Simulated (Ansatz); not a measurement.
Reaction (ligand exchange at the Si–C bond): `[SiH3]C1(S)CO1` + `[AlH2][SH]` → `[AlH2][S][SiH3]` + `SC1CO1`

Program: Ansatz. Geometries: PBE0-D4/def2-TZVP. ΔE: electronic, gas phase. CCSD(T)/CBS is the MP2 limit (def2-TZVPP, def2-QZVPP) plus CCSD(T) − MP2 in def2-TZVPP, frozen cores. This one scheme is used for every species. DFT in def2-TZVPP. One conformer a species, not always the lowest.

CCSD(T)/CBS gives -16.5 kcal/mol.

(1) Another level gave -16.7 kcal/mol. Which?
A. ωB97X-V/def2-TZVPP
B. LDA (SPW92)/def2-TZVPP
C. HF/def2-TZVPP
D. BHLYP/def2-TZVPP

Largest T1 diagnostic among the species: 0.013.

Results:

(1) A. ωB97X-V -16.7, BHLYP -17.7, HF/def2-TZVPP -19.1, LDA (SPW92) -15.3 kcal/mol.

At CCSD(T), def2-SVP lies +2.1 kcal/mol from the extrapolated value and def2-TZVPP +0.5 kcal/mol. Leaving LDA and LC-ωPBE aside and taking each functional with its dispersion term where it has one, the values, not all of them listed here, spread over 2.9 kcal/mol, from r2SCAN0-D4 to BLYP-D4. LDA lies +1.4 kcal/mol from PBE without D4.
